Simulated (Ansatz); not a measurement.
Consider the cleavage of the Si–Si bond: `OB[SiH2][SiH2]F` + `[AlH2][SH]` → `F[SiH2][S][AlH2]` + `OB[SiH3]`.

Isolated molecules relaxed with PBE0-D4/def2-TZVP in Ansatz; ΔE leaves out vibrations. CCSD(T)/CBS is the MP2 limit (def2-TZVPP, def2-QZVPP) plus CCSD(T) − MP2 in def2-TZVPP, frozen cores. This one scheme is used for every species. Functionals use def2-TZVPP. One conformer a species, not always the lowest.

```tsv
level	ΔE (eV)
PBE0	-0.63
HF/def2-TZVPP	-0.84
```

(1) What does CCSD(T)/CBS give? (Estimate.)

Largest T1 diagnostic among the species: 0.014.

Results:

(1) The calculation gave: -0.71 eV. The listed levels differ from it by 0.08, -0.13 eV.

In def2-TZVPP, CCSD(T) changes the Hartree–Fock value by +0.15 eV (the triples alone add +0.01 eV) and MP2 by +0.04 eV. From PBE to PBE0 (25 % exact exchange), in def2-TZVPP and without D4, ΔE moves by −0.07 eV.
